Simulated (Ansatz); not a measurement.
Energy landscape of H2Ge, singlet: symmetric bend, bond length relaxed. Scanned: H-Ge-H angle. Other coordinates (Ge-H bond length) were minimised at B3LYP/def2-TZVP.

Calculation: CCSD(T) on RHF/aug-cc-pVQZ, cores with 3d frozen (Ansatz, an electronic-structure program).

Scanned values (°): 157, 147, 137, 127, 117, 107, 97, 87, 77, 67, 60.

Q: Describe the profile: where are the wells and the tops?

A: Lower than their neighbours: 87° (0.0 kcal/mol). Higher than their neighbours: 157° (49.4 kcal/mol, end of the scan), 60° (14.4 kcal/mol, end of the scan). The whole profile spans 49.4 kcal/mol.

The scan ran from 180.0 to 60.0; beyond the range shown the relaxed coordinates jump or full CI changes its symmetry label.
